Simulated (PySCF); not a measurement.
Si(H)2(OMe)2, SMILES CO[SiH2]OC, CAM-B3LYP/def2-SVP optimised geometry.

```
13

Si    -0.37     0.68     0.00
O     -0.97    -0.02     1.36
C     -0.77    -1.35     1.75
O     -0.86    -0.18    -1.32
C     -0.16    -0.44    -2.51
H      1.13     0.68     0.00
H     -0.91     2.06     0.00
H     -1.33    -1.54     2.68
H     -1.13    -2.06     0.99
H      0.30    -1.56     1.95
H      0.93    -0.48    -2.36
H     -0.49    -1.41    -2.91
H     -0.37     0.33    -3.27
```

Density from CAM-B3LYP/def2-TZVP run with PySCF at that geometry.

Minimum of the electron density along straight lines between bonded atoms, close to the bond critical point (lines longer than 1.1 times the sum of covalent radii, or with two minima, are not listed):

| bond | length / Å | ρ at the minimum / e bohr⁻³ | ∇²ρ there / e bohr⁻⁵ | position (fraction from the first atom) |
|---|---|---|---|---|
| Si1–O2 | 1.646 | 0.139 | 0.82 | 0.41 |
| O2–C3 | 1.404 | 0.260 | -0.54 | 0.65 |
| Si1–O4 | 1.653 | 0.135 | 0.80 | 0.41 |
| O4–C5 | 1.400 | 0.261 | -0.52 | 0.65 |
| Si1–H6 | 1.495 | 0.123 | 0.12 | 0.49 |
| Si1–H7 | 1.480 | 0.127 | 0.13 | 0.49 |
| C3–H8 | 1.100 | 0.281 | -0.99 | 0.65 |
| C3–H9 | 1.103 | 0.279 | -0.97 | 0.65 |
| C3–H10 | 1.105 | 0.277 | -0.96 | 0.65 |
| C5–H11 | 1.105 | 0.277 | -0.96 | 0.65 |
| C5–H12 | 1.101 | 0.281 | -0.99 | 0.65 |
| C5–H13 | 1.104 | 0.279 | -0.97 | 0.65 |
